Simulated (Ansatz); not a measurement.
Consider the substitution at a C–C bond: `FC[CH2][SnH3]` + HCl → `Cl[CH2][SnH3]` + fluoromethane.

Gas-phase electronic energies from Ansatz, PBE0-D4/def2-TZVP geometries. CCSD(T)/CBS adds triple-zeta CCSD(T) − MP2 to the extrapolated MP2 energy (def2 sets, frozen cores). This one scheme is used for every species. Functionals use def2-TZVPP. HSE06 is defined as in plane-wave codes. def2 core potentials past Kr. For Sn outer-core shells are correlated without core-valence functions, which leaves a few kJ/mol of doubt a bond. Each species was taken in one conformer, which may not be the lowest.

`FC[CH2][SnH3]`:

Cartesian coordinates in Å:
```
F -0.092 -0.877 -2.546
C 0.176 -0.056 -1.455
C -0.326 -0.685 -0.189
Sn 0.059 0.537 1.543
H 1.260 0.097 -1.432
H -0.309 0.905 -1.653
H 0.155 -1.652 -0.025
H -1.404 -0.848 -0.245
H 1.741 0.787 1.709
H -0.717 2.049 1.366
H -0.542 -0.258 2.927
```

HCl:

Z-matrix (Å, degrees):
```
Cl
H 1 1.279
```

`Cl[CH2][SnH3]`:

Z-matrix (Å, degrees):
```
C
Sn 1 2.158
Cl 1 1.782 2 110.6
H 1 1.089 2 111.0 3 119.4
H 1 1.089 2 111.0 3 -119.4
H 2 1.710 1 108.8 3 -179.9
H 2 1.703 1 108.4 3 60.2
H 2 1.703 1 108.4 3 -60.0
```

`CF`:

```xyz
5

C    -0.012    0.031   -0.051
F     0.262   -0.669    1.102
H     0.584    0.946   -0.064
H    -1.075    0.281   -0.073
H     0.241   -0.589   -0.914
```

```json
{"level": "r2SCANh-D4", "ΔE (kJ/mol)": "47.2"}
{"level": "r2SCAN0-D4", "ΔE (kJ/mol)": "47.7"}
{"level": "HSE06-D4", "ΔE (kJ/mol)": "45.7"}
{"level": "CAM-B3LYP-D4", "ΔE (kJ/mol)": "46.2"}
```

Task: What does CCSD(T)/CBS give? (Estimate.)

Result: Computed: +47.1 kJ/mol. The listed levels differ from it by 0.1, 0.6, -1.4, -0.9 kJ/mol.

Largest T1 diagnostic among the species: 0.012.

At CCSD(T), def2-SVP lies +10.0 kJ/mol from the extrapolated value and def2-TZVPP +2.8 kJ/mol. Leaving LDA and LC-ωPBE aside and taking each functional with its dispersion term where it has one, the values, not all of them listed here, spread over 8.6 kJ/mol, from BLYP-D4 to PBE-QIDH. LDA lies +12.3 kJ/mol from PBE without D4. From BLYP to BHLYP (50 % exact exchange), in def2-TZVPP and without D4, ΔE moves by +5.4 kJ/mol.

CCSD(T)/CBS has its own doubt, a few kJ/mol and more with outer-core shells, so smaller differences from it don't rank the levels.
